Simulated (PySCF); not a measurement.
## Potential energy of GaH along the bond

Set-up: PySCF, scalar-relativistic core potentials, basis sets Ga cc-pVTZ-PP with ECP10, H cc-pVTZ. Energies in eV from Ga + H in their ground configurations at the same level. State: ¹Σ⁺ (singlet), closed shell.

All columns are PBE. A positive dipole means Ga(−)H(+).

| R (Å) | E (eV) | μ (D) | Mulliken charge on Ga (basis-dependent) | HOMO (eV) | LUMO (eV) | Mayer bond order | ⟨S²⟩ |
| --- | --- | --- | --- | --- | --- | --- | --- |
| 1.446 | -2.465 | 0.50 | 0.07 | -4.82 | -2.39 | 0.93 | 0.00 |
| 1.514 | -2.662 | 0.21 | 0.11 | -4.88 | -2.40 | 0.93 | 0.00 |
| 1.581 | -2.781 | -0.07 | 0.14 | -4.92 | -2.41 | 0.93 | 0.00 |
| 1.631 | -2.829 | -0.29 | 0.16 | -4.95 | -2.42 | 0.93 | 0.00 |
| 1.682 | -2.850 | -0.51 | 0.17 | -4.98 | -2.43 | 0.92 | 0.00 |
| 1.732 | -2.848 | -0.73 | 0.19 | -4.99 | -2.45 | 0.92 | 0.00 |
| 1.800 | -2.817 | -1.02 | 0.20 | -5.00 | -2.47 | 0.92 | 0.00 |
| 1.884 | -2.743 | -1.38 | 0.22 | -4.99 | -2.51 | 0.92 | 0.00 |
| 1.985 | -2.620 | -1.80 | 0.23 | -4.96 | -2.56 | 0.92 | 0.00 |
| 2.119 | -2.418 | -2.33 | 0.25 | -4.89 | -2.64 | 0.92 | 0.00 |

A fit through these points gives, at Re = 1.701 Å, μ = -0.60 D and dμ/dR = -4.33 D/Å; the reduced mass is 0.9933 u.

Q: How strong is the fundamental in the double-harmonic approximation, I = 42.26·(dμ/dR)²/μred km/mol?

A: I = 42.26·(-4.33)²/0.9933 = 798 km/mol at PBE.
